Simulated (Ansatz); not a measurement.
C$_{2}$H$_{7}$BOS$_{2}$ (SMILES CSB(O)SC), singlet, geometry from GFN2-xTB, atoms displaced at random by about 0.03 Å a coordinate; HF/STO-3G, gradient in Ansatz (a program for electronic structure).

Here is a job for Ansatz.
Ansatz 0.2 input:
```yaml
crystal:
  periodic: [false, false, false]
  atoms:
    - {symbol: B, position_ang: [0.05155208, 0.06369276, 0.57730576]}
    - {symbol: O, position_ang: [0.44014858, -0.04528280, 1.84689783]}
    - {symbol: H, position_ang: [-0.08806028, 0.31101743, 2.55002499]}
    - {symbol: S, position_ang: [0.95725405, -0.68502777, -0.76256637]}
    - {symbol: C, position_ang: [2.28729122, -1.44960628, 0.21796284]}
    - {symbol: H, position_ang: [2.85350877, -0.60494801, 0.81771471]}
    - {symbol: H, position_ang: [2.96928084, -1.84915746, -0.49359917]}
    - {symbol: H, position_ang: [1.94362074, -2.14054599, 0.93556064]}
    - {symbol: S, position_ang: [-1.61258916, 0.98392222, 0.27037247]}
    - {symbol: C, position_ang: [-1.66677555, 0.90857387, -1.57392526]}
    - {symbol: H, position_ang: [-0.77490259, 1.33063398, -1.97669212]}
    - {symbol: H, position_ang: [-2.56453524, 1.41756794, -1.92655368]}
    - {symbol: H, position_ang: [-1.78556213, -0.22552944, -1.89067274]}
basis:
  gaussian:
    orbitals: STO-3G
hamiltonian:
  xc: hf
output: {forces: true}
```

Problem. What does Ansatz print? Leave out banner, timings and long lists.

Solution. 
```
Functional definition: HF
578 factors; integrals over basis functions are off by at most 4.1e-5 eV
mean field evaluation 1: about -26216.4482 eV, gradient 2.7e1 eV
mean field evaluation 2: about -26216.6569 eV, gradient 2.7e1 eV
mean field evaluation 4: about -26219.5679 eV, gradient 1.8e0 eV
mean field evaluation 8: about -26219.5827 eV, gradient 5.3e-4 eV
mean field -26219.58267444 eV, -963.5518910143 hartree, gradient 7.4e-6 eV, S^2 0.000000; 0 other end points of the search recorded, 0 dependent functions left out
the calculation of the forces begins
reference -26219.58267444 eV, -963.5518910143 hartree; 32, 32 occupied and 13, 13 virtual orbitals, 578 factors
Total energy: -26219.58267444 eV, -963.5518910143 hartree
Atom 0 at     0.051552     0.063693     0.577306 Å, force    -3.705066     1.735748    -0.494814 eV/Å
Atom 1 at     0.440149    -0.045283     1.846898 Å, force     2.468428    -1.481331    -1.036691 eV/Å
Atom 2 at    -0.088060     0.311017     2.550025 Å, force    -1.561160     1.034381     1.023687 eV/Å
Atom 3 at     0.957254    -0.685028    -0.762566 Å, force     0.298151    -0.244390     0.932041 eV/Å
Atom 4 at     2.287291    -1.449606     0.217963 Å, force     1.284957     5.166479     0.777205 eV/Å
Atom 5 at     2.853509    -0.604948     0.817715 Å, force    -1.520683    -2.599579    -1.776243 eV/Å
Atom 6 at     2.969281    -1.849157    -0.493599 Å, force     0.797416    -0.951429    -0.283671 eV/Å
Atom 7 at     1.943621    -2.140546     0.935561 Å, force    -0.480311    -1.409799     0.724707 eV/Å
Atom 8 at    -1.612589     0.983922     0.270372 Å, force     2.449420    -1.220094    -1.086653 eV/Å
Atom 9 at    -1.666776     0.908574    -1.573925 Å, force    -1.697256    -4.051927     1.473422 eV/Å
Atom 10 at    -0.774903     1.330634    -1.976692 Å, force     0.610002     0.331453    -0.820862 eV/Å
Atom 11 at    -2.564535     1.417568    -1.926554 Å, force     0.401708     0.188106    -0.009914 eV/Å
Atom 12 at    -1.785562    -0.225529    -1.890673 Å, force     0.654395     3.502381     0.577786 eV/Å
Dipole moment:     0.076596    -0.011846     0.195760 e Å
```
